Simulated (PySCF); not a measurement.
## Removing an electron from `C[Si](C)(O)O`

Compound: C2H8O2Si.
Z-matrix (Å and degrees, PBE0-D3(BJ)/def2-SVP geometry), rows numbered from 1:
```
C 
Si  1  1.8730
C   2  1.8580  1  111.65
O   2  1.6732  1  108.73  3   123.62
O   2  1.6648  1  111.73  3  -118.47
H   1  1.1022  2  111.82  3   -59.81
H   1  1.1020  2  111.69  3   179.04
H   1  1.1015  2  110.28  3    59.70
H   3  1.1010  2  110.75  1   -65.15
H   3  1.1007  2  110.26  1   175.37
H   3  1.1010  2  111.36  1    55.29
H   4  0.9601  2  116.18  1   -12.63
H   5  0.9613  2  115.11  1   -82.64
```

Level: wB97X-D/def2-SVPD (PySCF). Frontier orbitals with their largest atomic shares (Löwdin; up to four atoms above 4 %):

```csv
orbital,ε (eV),main atoms
HOMO−3,-11.76,"O4 41 %, C3 15 %, O5 13 %, Si2 11 %"
HOMO−2,-11.54,"O5 56 %, O4 12 %, C1 8 %, Si2 6 %"
HOMO−1,-11.07,"O4 48 %, O5 22 %, Si2 8 %, C1 7 %"
HOMO,-10.03,?
LUMO,1.66,"Si2 31 %, O4 15 %, O5 10 %, C1 9 %"
LUMO+1,2.74,"O5 29 %, O4 27 %, H13 14 %, H12 9 %"
LUMO+2,2.96,"O4 19 %, C3 13 %, O5 10 %, C1 9 %"
```

Task: What vertical ionisation energy does ΔSCF give, and how far is −ε(HOMO) from it?

Result: ΔSCF: 10.30 eV (994 kJ/mol; threshold wavelength 120 nm); ⟨S²⟩ of the doublet left behind is 0.758, against 0.75 for a pure doublet. −ε(HOMO) is 10.03 eV, 0.27 eV below it. In exact Kohn–Sham theory the two would be equal; wB97X-D (range-separated hybrid) comes within 0.27 eV of that here. Holes in the HOMO−1 and HOMO−2 were tried too where these lie within 1.2 eV of the HOMO; the lowest converged state counts.

Task: On which atoms does the HOMO lie?

Result: C1 (Si-methyl carbon) 21 %, O5 (silanol oxygen) 19 %, C3 (Si-methyl carbon) 18 %, Si2 (oxygen-bound silicon) 15 %, so no atom holds as much as 40 %. The HOMO−1 lies 1.04 eV lower.

Task: With α = 57.5 au, estimate the like-pair dispersion coefficient by London's formula C6 = (3/4)α²I.

Result: I = 0.3786 Eh, so C6 ≈ 939 au, a rough estimate.

Task: Shift the occupied levels rigidly so that −ε(HOMO) equals the ΔSCF value. What binding energies result?

Result: The shift is +0.27 eV: HOMO 10.30, HOMO−1 11.34, HOMO−2 11.81, HOMO−3 12.03 eV. A rigid shift is only a rough guide to the deeper ionisations.

Task: What kinetic energy would electrons from this vertical process carry with 118.2 nm light (10.49 eV)?

Result: 10.49 − 10.30 = 0.19 eV.

Isolated species at its PBE0-D3(BJ)/def2-SVP geometry (one conformer only).

wB97X-D is run here without its empirical dispersion term; that term would change no orbital, density or response property at a fixed geometry.
